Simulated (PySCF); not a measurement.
HgI, SMILES [I][Hg] (connectivity only; charge and spin as stated), neutral, multiplicity 2.

Geometry optimised at B3LYP-D3(BJ)/def2-TZVP. The spin state was assumed, not searched. The def2 effective core potentials stand for the cores of Hg, I; spin–orbit coupling is left out.

Computed with PySCF with PBE/def2-TZVPD.

The molecule is in vacuum.

Computed frontier levels, dipole moment and polarisability:
| Property | Value |
|---|---|
| α spin, highest occupied and lowest empty level | -6.04 and -1.56 eV |
| β spin, highest occupied and lowest empty level | -6.29 and -5.32 eV |
| dipole moment | 2.18 D |
| mean static polarisability | 79.1 bohr³ (11.73 Å³) |
| polarisability, principal values | 60.6, 60.6, 116.3 bohr³ |
| ⟨S²⟩ | 0.753 (pure state 0.75) |
